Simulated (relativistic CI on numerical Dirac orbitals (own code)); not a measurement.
**d2 in a ligand field**

Computed with a parametric ligand-field model of a d^n configuration (Racah B and C, spin-orbit zeta, crystal field), exact diagonalisation.

Field parameters in Wybourne normalisation: Oh B⁴₀ = 21Dq, B⁴₄ = √(5/14) B⁴₀. The field is a parameter set, without covalency.

Task: Ground term and bands for B = 500, C = 2220, ζ = 0 cm⁻¹, Oh, 10Dq = 11500 cm⁻¹?

Result: Ground term 3T1 with 0.03 electrons in the two orbitals of the cubic e set. Spin-allowed: 3T2 10544 cm⁻¹ (948 nm), 3T1 17088 cm⁻¹ (585 nm), 3A2 22044 cm⁻¹ (454 nm). Lowest spin-forbidden: 1T2 7718 cm⁻¹ (1296 nm), 1E 7851 cm⁻¹ (1274 nm), 1A1 16384 cm⁻¹ (610 nm).

Task: Ground term and bands for B = 500, C = 2220, ζ = 0 cm⁻¹, Oh, 10Dq = 17500 cm⁻¹?

Result: Ground term 3T1 with 0.02 electrons in the two orbitals of the cubic e set. Spin-allowed: 3T2 16402 cm⁻¹ (610 nm), 3T1 22804 cm⁻¹ (439 nm), 3A2 33902 cm⁻¹ (295 nm). Lowest spin-forbidden: 1T2 7667 cm⁻¹ (1304 nm), 1E 7755 cm⁻¹ (1289 nm), 1A1 17152 cm⁻¹ (583 nm).

Task: Ground term and bands for B = 500, C = 2220, ζ = 0 cm⁻¹, Oh, 10Dq = 18500 cm⁻¹?

Result: Ground term 3T1 with 0.02 electrons in the two orbitals of the cubic e set. Spin-allowed: 3T2 17385 cm⁻¹ (575 nm), 3T1 23770 cm⁻¹ (421 nm), 3A2 35885 cm⁻¹ (279 nm). Lowest spin-forbidden: 1T2 7660 cm⁻¹ (1306 nm), 1E 7743 cm⁻¹ (1292 nm), 1A1 17234 cm⁻¹ (580 nm).

Task: Ground term and bands for B = 500, C = 2220, ζ = 0 cm⁻¹, Oh, 10Dq = 500 cm⁻¹?

Result: Ground term 3T1 with 0.18 electrons in the two orbitals of the cubic e set. Spin-allowed: 3T2 405 cm⁻¹, 3A2 905 cm⁻¹, 3T1 7810 cm⁻¹ (1280 nm). Lowest spin-forbidden: 1T2 7113 cm⁻¹ (1406 nm), 1E 7345 cm⁻¹ (1361 nm), 1T2 10577 cm⁻¹ (945 nm).

Task: Ground term and bands for B = 500, C = 2220, ζ = 0 cm⁻¹, Oh, 10Dq = 4500 cm⁻¹?

Result: Ground term 3T1 with 0.08 electrons in the two orbitals of the cubic e set. Spin-allowed: 3T2 3908 cm⁻¹ (2559 nm), 3A2 8408 cm⁻¹ (1189 nm), 3T1 10817 cm⁻¹ (925 nm). Lowest spin-forbidden: 1T2 7703 cm⁻¹ (1298 nm), 1E 8009 cm⁻¹ (1249 nm), 1T2 12994 cm⁻¹ (770 nm).
